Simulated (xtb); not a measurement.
CH3O, charge +1, singlet, geometry from GFN2-xTB; xtb with GFN0-xTB.

The xtb input:
```
$ xtb mol.xyz --gfn 0 --chrg 1 --hess --json

# file mol.xyz
5

C     -0.58152487     0.19211987     0.00229310
O      0.54730089    -0.27552580     0.00069148
H     -1.41942885    -0.51991072     0.03534883
H     -0.82073869     1.26382584    -0.02663036
H      1.35090961     0.30757208    -0.02800891
```

The log (banner, timings and long lists left out):

```
   ID    Z sym.   atoms
    1    6 C      1
    2    8 O      2
    3    1 H      3-5

           -------------------------------------------------
          |                Calculation Setup                |
           -------------------------------------------------

           -------------------------------------------------
          |                 G F N 0 - x T B                 |
           -------------------------------------------------

          ...................................................
          :                      SETUP                      :
          :.................................................:
          :  # basis functions                  14          :
          :  # atomic orbitals                  14          :
          :  # shells                           10          :
          :  # electrons                        12          :
          :  electronic temp.          300.0000000     K    :
          :  accuracy                    1.0000000          :
          :  -> integral cutoff          0.2500000E+02      :
          :  -> integral neglect         0.1000000E-07      :
          ...................................................

         :::::::::::::::::::::::::::::::::::::::::::::::::::::
         ::                     SUMMARY                     ::
         :::::::::::::::::::::::::::::::::::::::::::::::::::::
         :: total energy              -5.248187622693 Eh    ::
         :: gradient norm              0.037110778476 Eh/a0 ::
         :: HOMO-LUMO gap              4.436406661006 eV    ::
         ::.................................................::
         :: H0 energy                 -6.742155286761 Eh    ::
         :: repulsion energy           0.077824302658 Eh    ::
         :: electrostat energy         1.424115555481 Eh    ::
         :: -> Gsolv                   0.000000000000 Eh    ::
         ::    -> Gsasa                0.000000000000 Eh    ::
         ::    -> Gshift               0.000000000000 Eh    ::
         :: dispersion energy         -0.000278278468 Eh    ::
         :: short-range corr.         -0.007693915603 Eh    ::
         :: add. restraining           0.000000000000 Eh    ::
         :: total charge               1.000000000000 e     ::
         :::::::::::::::::::::::::::::::::::::::::::::::::::::

           -------------------------------------------------
          |                Numerical Hessian                |
[...]
          :  imag. cutoff                  -20.0000000 cm⁻¹ :
          :.................................................:

    mode    ω/cm⁻¹     T·S(HO)/kcal·mol⁻¹    T·S(FR)/kcal·mol⁻¹   T·S(vib)
   ------------------------------------------------------------------------
   ------------------------------------------------------------------------

   temp. (K)  partition function   enthalpy   heat capacity  entropy
                                   cal/mol     cal/K/mol   cal/K/mol   J/K/mol
 298.15  VIB   1.03                   77.253      1.384      0.308
         ROT  0.187E+04              888.752      2.981     17.950
         INT  0.191E+04              966.006      4.365     18.258
         TR   0.167E+27             1481.254      4.968     36.214
         TOT                        2447.2597     9.3330    54.4719   227.9106

       T/K    H(0)-H(T)+PV         H(T)/Eh          T*S/Eh         G(T)/Eh
   ------------------------------------------------------------------------
    298.15    0.389996E-02    0.406598E-01    0.258814E-01    0.147784E-01
   ------------------------------------------------------------------------

         :::::::::::::::::::::::::::::::::::::::::::::::::::::
         ::                  THERMODYNAMIC                  ::
         :::::::::::::::::::::::::::::::::::::::::::::::::::::
         :: total free energy          -5.233409186300 Eh   ::
         ::.................................................::
         :: total energy               -5.248187622693 Eh   ::
         :: zero point energy           0.036759858508 Eh   ::
         :: G(RRHO) w/o ZPVE           -0.021981422114 Eh   ::
         :: G(RRHO) contrib.            0.014778436394 Eh   ::
         :::::::::::::::::::::::::::::::::::::::::::::::::::::

           -------------------------------------------------
          | TOTAL ENERGY               -5.248187622693 Eh   |
          | TOTAL ENTHALPY             -5.207527807614 Eh   |
          | TOTAL FREE ENERGY          -5.233409186300 Eh   |
          | GRADIENT NORM               0.037110778476 Eh/α |
          | HOMO-LUMO GAP               4.436406661006 eV   |
           -------------------------------------------------
########################################################################
[WARNING] Runtime exception occurred
-1- hessian_numhess: Hessian on incompletely optimized geometry!
########################################################################

normal termination of xtb
```
